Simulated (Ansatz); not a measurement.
`[Cl][Ge]([Cl])([I])[I]` + H–F → `[F][Ge]([Cl])([Cl])[I]` + HI  (ligand exchange at a Ge–I bond)

Computed with Ansatz on PBE0-D4/def2-TZVP structures; ΔE is electronic, products minus reactants. CCSD(T)/CBS adds triple-zeta CCSD(T) − MP2 to the extrapolated MP2 energy (def2 sets, frozen cores). This one scheme is used for every species. DFT in def2-TZVPP. Elements past krypton have def2 core potentials. For Ge, I outer-core shells are correlated without core-valence functions, which leaves a few kJ/mol of doubt a bond. Scalar relativity is left out up to krypton.

CCSD(T)/CBS gives +30.3 kJ/mol.

Question: Another level gave +13.4 kJ/mol. Which?
A. LDA (SPW92)/def2-TZVPP
B. BHLYP/def2-TZVPP
C. r2SCAN/def2-TZVPP
D. revPBE-D4/def2-TZVPP

Answer: C. r2SCAN 13.4, revPBE-D4 27.9, LDA (SPW92) 21.0, BHLYP 8.3 kJ/mol.

Largest T1 diagnostic among the species: 0.010.

From r2SCAN to r2SCAN0 (25 % exact exchange), in def2-TZVPP and without D4, ΔE moves by +5.3 kJ/mol. The D4 term adds +13.5 kJ/mol with B3LYP and +7.3 kJ/mol with PBE0; it sums over pairs of atoms, weighted by their polarisabilities, and B3LYP, whose exchange is more repulsive, gets the larger term.

CCSD(T)/CBS has its own doubt, a few kJ/mol and more with outer-core shells, so smaller differences from it don't rank the levels.

B3LYP here is the variant with VWN-RPA as its local correlation; programs differ in this.
